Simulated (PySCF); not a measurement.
H3P.

```xyz
4

P      0.0000     0.0000    -0.1282
H      1.0323     0.5960     0.6412
H      0.0000    -1.1920     0.6412
H     -1.0323     0.5960     0.6412
```
Charge 0, spin multiplicity 1.

The structure is a stationary point at B3LYP-D3(BJ)/def2-TZVP.

These are B3LYP/pcSseg-2 (PySCF) values and carry that method's errors. Non-relativistic, no solvent.

Computed absolute GIAO shielding of each atom: isotropic value and principal components (ppm):
```
atom  σ(iso)    σ11    σ22    σ33  span
----  ------  -----  -----  -----  ----
P1     558.3  518.3  578.3  578.3  60.0
H2      29.6   25.6   26.6   36.4  10.8
H3      29.6   25.6   26.6   36.4  10.8
H4      29.6   25.6   26.6   36.4  10.8
```
